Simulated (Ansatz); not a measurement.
Al9As9H24⁺, a nanocrystal cut from wurtzite AlAs (hydrogen-capped). Charge 1, multiplicity 2. Geometry PBE-D4/def2-SVP, that of the neutral singlet; atoms count from 1.

```xyz
42

Al   -3.788    1.189    3.085
As   -4.262    1.787    0.636
As   -1.504    0.242    2.634
Al   -1.560   -1.845    1.296
Al   -2.657    1.383   -1.247
As   -2.069   -1.024   -1.032
As    0.742   -2.744    1.086
Al    0.831   -4.958   -0.099
Al   -0.410   -1.599   -2.794
As    0.111   -4.015   -2.373
Al    0.133    1.959    1.913
As   -0.536    2.426   -0.471
As    2.369    0.911    1.679
Al    2.471   -1.149    0.302
Al    1.213    2.054   -2.200
As    1.586   -0.391   -1.932
Al    4.181    2.560    1.119
As    3.268    3.099   -1.217
H    -4.825    0.026    3.454
H    -3.681    2.589    3.856
H    -5.585    1.178    0.183
H    -4.679    3.249    0.514
H    -0.970   -0.216    3.991
H    -2.651   -2.911    1.770
H    -3.184    1.851   -2.681
H    -3.338   -1.757   -1.461
H     1.148   -3.031    2.531
H    -0.370   -5.906    0.374
H     2.346   -5.440   -0.292
H    -0.838   -1.263   -4.296
H    -1.080   -4.793   -2.922
H     1.107   -4.414   -3.457
H     0.115    3.302    2.778
H    -0.812    3.926   -0.538
H     2.682    0.415    3.091
H     3.933   -1.775    0.148
H     0.856    2.550   -3.676
H     2.683   -0.714   -2.943
H     4.012    3.905    1.971
H     5.575    1.810    0.871
H     3.080    4.604   -1.383
H     4.359    2.932   -2.269
```

Single mean-field runs in def2-TZVP are fitted with def2-universal-jkfit.

Q: Estimate the Mulliken populations of the heavy atoms from the PBE0/def2-TZVP orbitals of Ansatz.

A: 
| atom | charge (e) | spin (α − β) |
| --- | --- | --- |
| Al1 | 0.26 | 0.00 |
| As2 | -0.25 | 0.00 |
| As3 | -0.30 | 0.12 |
| Al4 | 0.33 | 0.01 |
| Al5 | 0.35 | 0.02 |
| As6 | -0.37 | 0.02 |
| As7 | -0.27 | 0.19 |
| Al8 | 0.27 | 0.05 |
| Al9 | 0.35 | 0.01 |
| As10 | -0.25 | 0.02 |
| Al11 | 0.33 | 0.01 |
| As12 | -0.37 | 0.02 |
| As13 | -0.27 | 0.19 |
| Al14 | 0.33 | 0.02 |
| Al15 | 0.35 | 0.01 |
| As16 | -0.36 | 0.04 |
| Al17 | 0.27 | 0.05 |
| As18 | -0.25 | 0.02 |
Mulliken values depend strongly on the basis.

Q: Where does the spin sit?

A: Summed by element: Al 0.17, As 0.61, H 0.22, of 1 unpaired in all. Largest on single atoms: As13 0.19, As7 0.19, As3 0.12.

Q: And the Mayer bond orders between heavy atoms (over 0.3)?

A: Al1–As2 0.64 (2.57 Å); Al1–As3 0.70 (2.51 Å); As2–Al5 0.76 (2.51 Å); As3–Al4 0.75 (2.48 Å); As3–Al11 0.75 (2.48 Å); Al4–As6 0.74 (2.52 Å); Al4–As7 0.78 (2.48 Å); Al5–As6 0.74 (2.49 Å); Al5–As12 0.74 (2.49 Å); As6–Al9 0.77 (2.49 Å); As7–Al8 0.63 (2.51 Å); As7–Al14 0.74 (2.48 Å); Al8–As10 0.65 (2.57 Å); Al9–As10 0.73 (2.51 Å); Al9–As16 0.74 (2.49 Å); Al11–As12 0.74 (2.52 Å); Al11–As13 0.78 (2.48 Å); As12–Al15 0.77 (2.49 Å); As13–Al14 0.74 (2.48 Å); As13–Al17 0.63 (2.51 Å); Al14–As16 0.75 (2.52 Å); Al15–As16 0.74 (2.49 Å); Al15–As18 0.73 (2.51 Å); Al17–As18 0.65 (2.57 Å).
